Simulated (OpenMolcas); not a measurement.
# Os2+: moving or changing the point charges

Os2+ among 4 point charges of -1.5 e arranged as a tetrahedron (Td), 2.1 Å from the ion.

```json
{
 "Program": "OpenMolcas 26.06",
 "Method": "CASSCF",
 "Basis": "ANO-RCC-VDZP [7s6p4d2f1g]",
 "Scalar Hamiltonian": "DKH2, point nucleus",
 "Active space": "6 electrons in 5 orbitals (5d)",
 "State averaging": "2S+1 = 5 even, 5 roots; 2S+1 = 3 even, 45 roots; 2S+1 = 1 even, 50 roots",
 "Spin-orbit coupling": "RASSI with atomic mean-field integrals over the reference wave functions"
}
```

Runs around this geometry, states (labels of Td). Energies in cm-1 above the lowest state or level, χT in cm3 K/mol.

```json
{"R (Å)": "2.1", "q (e)": "-0.75", "Ground state": "5E", "First state of that spin": "5T2 2176", "First gap with spin-orbit (degeneracies)": "140.0 (1, 3)", "χT at 300 K": "4.990", "First state of another spin": "3T1 14864"}
{"R (Å)": "2", "q (e)": "-1.5", "Ground state": "5E", "First state of that spin": "5T2 3736", "First gap with spin-orbit (degeneracies)": "244.6 (1, 3)", "χT at 300 K": "4.427", "First state of another spin": "3T1 13423"}
{"R (Å)": "2.1", "q (e)": "-1.5", "Ground state": "5E", "First state of that spin": "5T2 3293", "First gap with spin-orbit (degeneracies)": "216.6 (1, 3)", "χT at 300 K": "4.587", "First state of another spin": "3T1 13894"}
{"R (Å)": "2.28", "q (e)": "-1.5", "Ground state": "5E", "First state of that spin": "5T2 2580", "First gap with spin-orbit (degeneracies)": "170.8 (1, 3)", "χT at 300 K": "4.834", "First state of another spin": "3T1 14535"}
```

Taking the first state of the same spin as R^-n, n = -ln(2580 / 3736) / ln(2.28 / 2) = 2.8 between the shortest and longest distance.

Scaling the charges by -0.75 / -1.5 = 0.50 scales the first state of the same spin by 2176 / 3293 = 0.66; with fixed orbitals a first-order splitting would follow the charge.

An orbital doublet at a regular site is open to a Jahn-Teller distortion, which this geometry leaves out. Without dynamic correlation the repulsion within the d shell is too large (B by tens of per cent), so at a given field states of lower spin stand too high. Point charges give a weaker field than real ligands, and real ions of this kind are as a rule low spin; the high spin found here belongs to the model. The ground term spreads over less than 5000 cm-1, several times less than with real ligands, so orbital moments are less quenched and χT lies further from the spin-only value than at real sites. Spin-orbit coupling mixes the spin-free states strongly: the lowest level takes only 64 % from its leading state, 5E (figures for R = 2.1, q = -0.75; the like holds for R = 2, q = -1.5, R = 2.1, q = -1.5, R = 2.28, q = -1.5). Point charges carry no covalency, so the field is a model and not that of real ligands. No measured value stands beside these numbers.
